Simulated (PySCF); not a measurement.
**Steps of a relaxation of [Ce(H2O)2]3+**

[Ce(H2O)2]3+ (singlet in the valence; each metal's 4f electrons, 1 of them, lie in its core potential, out of spins and levels; a saddle point, relaxed within its symmetry). PySCF 2.14.0, RKS TPSS, Ce lcecp-1-SVP with ECP47, O def2-SVP, H def2-SVP; non-relativistic Hamiltonian with scalar-relativistic core potentials where named; density fitting; no spin-orbit coupling. Origin of the start: template. Columns: position (Å) and force (eV/Å). Energies are counted from the last step; some of the 6 steps are shown. Forces carry noise of the integration grid, about 0.01 to 0.03 eV/Å.

Run from Python with OMP_NUM_THREADS=2. Where DIIS fails, smearing, a level shift and second-order steps follow.
It took 16 s on 2 threads of Intel(R) Xeon(R) 6975P-C (Granite Rapids), on a shared host, from the converged density of the start.

```xyz
7
step 0  E = 0.252 eV
Ce    0.0000    0.0000    0.0000     0.00    0.00    0.00
O     0.0000    0.0000    2.5475     0.00    0.00   -2.60
H     0.5445    0.5445    3.1375     0.63    0.63    0.79
H    -0.5445   -0.5445    3.1375    -0.63   -0.63    0.79
O     0.0000    0.0000   -2.5475     0.00    0.00    2.60
H     0.5445   -0.5445   -3.1375     0.63   -0.63   -0.79
H    -0.5445    0.5445   -3.1375    -0.63    0.63   -0.79
```

```xyz
7
step 2  E = 0.025 eV
Ce    0.0000    0.0000    0.0000     0.00    0.00    0.00
O     0.0000    0.0000    2.4360     0.00    0.00    0.12
H     0.5517    0.5517    3.0741    -0.15   -0.15   -0.27
H    -0.5517   -0.5517    3.0741     0.15    0.15   -0.27
O     0.0000    0.0000   -2.4360     0.00    0.00   -0.12
H     0.5517   -0.5517   -3.0741    -0.15    0.15    0.27
H    -0.5517    0.5517   -3.0741     0.15   -0.15    0.27
```

```xyz
7
step 3  E = 0.004 eV
Ce    0.0000    0.0000    0.0000     0.00    0.00    0.00
O     0.0000    0.0000    2.3941     0.00    0.00    0.35
H     0.5494    0.5494    3.0333    -0.09   -0.09   -0.20
H    -0.5494   -0.5494    3.0333     0.09    0.09   -0.20
O     0.0000    0.0000   -2.3941     0.00    0.00   -0.35
H     0.5494   -0.5494   -3.0333    -0.09    0.09    0.20
H    -0.5494    0.5494   -3.0333     0.09   -0.09    0.20
```

Q: Where does the relaxation end?

A: It converges at step 5 in D2d:
```xyz
7
step 5  E = 0
Ce    0.0000    0.0000    0.0000
O     0.0000    0.0000    2.3919
H     0.5501    0.5501    3.0205
H    -0.5501   -0.5501    3.0205
O     0.0000    0.0000   -2.3919
H     0.5501   -0.5501   -3.0205
H    -0.5501    0.5501   -3.0205
```

Q: How did the contacts change?

A: 
```
     contact  start (Å)  end (Å)
Ce1–O2 (H2O)      2.547    2.392
Ce1–O5 (H2O)      2.547    2.392
```


An lcecp potential fixes the number of 4f electrons, so in runs with it no electron can move into or out of that shell.
